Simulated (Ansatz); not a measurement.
`N[SiH]([SiH3])Cl` → `N[SiH3]` + `[SiH]Cl` at 600 K and 1 bar (silylene formation by 1,1-elimination).

Calculated with Ansatz (gas phase, PBE0-D4/def2-TZVP geometries, no zero-point term in ΔE). CCSD(T)/CBS is the MP2 limit (def2-TZVPP, def2-QZVPP) plus CCSD(T) − MP2 in def2-TZVPP, frozen cores. This one scheme is used for every species. Each species was taken in one conformer, which may not be the lowest.

```csv
species,CCSD(T)/CBS energy (Eh),H − E (kJ/mol),S (J/(mol·K))
`N[SiH]([SiH3])Cl`,-1096.32520,227.0,453.3
`N[SiH3]`,-346.80422,170.6,320.8
`[SiH]Cl`,-749.43948,44.3,282.6
```

H − E and S are ideal-gas, rigid-rotor, harmonic terms from PBE0-D4/def2-TZVP, for one conformer and one mirror image of each species. 1 Eh = 2625.50 kJ/mol, R = 8.31446 J/(mol·K).

Question: By hand: ΔE, ΔH, ΔS and ΔG.

Answer: ΔE = (-346.80422) + (-749.43948) − (-1096.32520) = 0.08150 Eh = 214.0 kJ/mol. Δ(H − E) = 170.6 + 44.3 − 227.0 = -12.1, so ΔH = 201.9 kJ/mol. ΔS = 320.8 + 282.6 − 453.3 = 150.1 J/(mol·K). ΔG = 201.9 − 600 × (150.1)/1000 = 111.8 kJ/mol.

Question: By hand: the equilibrium constant, and the temperature at which ΔG would vanish if ΔH and ΔS stayed fixed.

Answer: log₁₀ K = −ΔG/(RT ln 10) = -9.7. ΔG = 0 at ΔH/ΔS = 1345 K.

The number of gas molecules changes by +1, which sets the sign of ΔS. A doubt of 5 kJ/mol in ΔE shifts log₁₀ K by 0.4 here. Other conformers and mirror images would add mixing entropy, several J/(mol·K) or more a flexible species. These are equilibria of isolated gas molecules and say nothing of rates. Largest T1 diagnostic: 0.013 (customary marks: 0.02 for closed shells, 0.045 for open ones).
